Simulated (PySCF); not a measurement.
# Excitation energy of N²⁺ by level of theory

N²⁺ [He] 2s2 2p1 (2P) → N²⁺ [He] 2s1 2p2 (4P), as a difference of total energies. Calculation: PySCF 2.14, in dyall-acv3z (15s9p4d2f, 76 functions); the non-relativistic Hamiltonian (point nucleus). Correlated levels: valence: 1s2 frozen; valence and next inner shell: nothing frozen; virtual orbitals above 40 to 60 times the deepest correlated orbital energy dropped. The calculations carry no spin-orbit coupling.

| method | excitation energy (cm⁻¹) |
| --- | --- |
| UHF | 41359 |
| LDA | 52610 |
| PBE | 53191 |
| PBE0 | 52162 |
| r2SCAN | 46849 |
| TPSS | 55340 |
| BP86 | 54606 |
| B97-3 | 55368 |
| revPBE | 53765 |
| MP2 (valence) | 51536 |
| SCS-MP2 (valence) | 55288 |
| MP2 (valence and next inner shell) | 51659 |
| SCS-MP2 (valence and next inner shell) | 55440 |
